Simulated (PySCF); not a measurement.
# One molecule, several mistakes: FH3Si2

All numbers below are calculated, not measured. They come from PySCF 2.14.0, an open-source quantum chemistry program, on an isolated molecule that a program drew, which may never have been made. The molecule is FH3Si2 (charge 0, singlet), drawn as the SMILES string `F[SiH2][SiH]`.

Each row is a Hartree-Fock (HF) and frozen-core CCSD(T) single point in the cc-pV(D+d)Z basis, meant for a local HF minimum. Run 1 is clean. Each other run has one planted mistake out of seven kinds, and not every kind appears here: one electron removed, one electron added, multiplicity raised by two, geometry at a saddle point, minimal basis STO-3G, one bond length entered in bohr, all coordinates scaled. The reference is restricted for singlets and unrestricted otherwise, and also for a bond in bohr. Adding or removing an electron swaps singlet and doublet. Electrons count all cores. HOMO and LUMO are orbital energies over both spins, the gradient is its largest component, and the lowest frequency (negative if imaginary) is given only where the gradient is small. Bond lengths are over the 5 bonds as drawn. T1 is the CCSD diagnostic: over 0.02 (restricted) or 0.045 (unrestricted) a single reference is doubtful.

Geometry of the clean run:
```xyz
6
FH3Si2, angstrom
F    -3.0035    0.6490    1.9796
Si   -2.7035    2.1622    1.4661
Si   -1.2428    2.1750   -0.4354
H    -2.1027    2.8872    2.6090
H    -4.0148    2.7674    1.1391
H    -1.3230    3.6910   -0.4546
```

```
run  electrons  basis functions  <S^2>  HOMO (eV)  LUMO (eV)  gradient (hartree/bohr)  lowest frequency (cm^-1)  mean bond (Å)  longest bond (Å)      T1  HF (hartree)  CCSD(T) (hartree)                          mistake
  1         40               75  0.000      -9.01      -0.25                  1.2e-05                       182         1.7007             2.398  0.0142    -679.04658         -679.46251                         no fault
  2         40               26  0.000      -5.83       5.34                  2.9e-02                         -         1.7007             2.398  0.0095    -670.92313         -671.04056             minimal basis STO-3G
  3         39               75  0.772     -17.26      -7.22                  4.6e-02                         -         1.7007             2.398  0.0215    -678.74959         -679.13797             one electron removed
  4         40               75  1.266      -8.94       0.15                  1.2e-02                         -         1.9642             2.798  0.0545    -678.94895         -679.34696  one bond length entered in bohr
  5         40               75  0.000      -9.18      -0.48                  6.6e-02                         -         1.8657             2.630  0.0160    -679.00910         -679.43274                                ?
  6         40               75  2.011      -8.62      -0.35                  2.3e-02                         -         1.7007             2.398  0.0194    -679.03368         -679.42995                                ?
```

**Which mistake was planted in run 5, and what did it cost?**

The mean and the longest bond both change by the same factor, 1.097, and the gradient is no longer small. So the mistake is: all coordinates scaled. Subtracting run 1 and multiplying by 627.51 kcal/mol a hartree, the energy moved by 23.5 kcal/mol in HF and 18.7 kcal/mol in CCSD(T).

**Which mistake was planted in run 6, and what did it cost?**

Electrons, basis and geometry are unchanged, and <S^2> is 2.011, beside S(S+1) = 2.00 for a multiplicity of 3. So the mistake is: multiplicity raised by two. Subtracting run 1 and multiplying by 627.51 kcal/mol a hartree, the energy moved by 8.1 kcal/mol in HF and 20.4 kcal/mol in CCSD(T).

Cautions from the logs. Run 4: T1 is over the limit, so its CCSD(T) energy is less reliable.
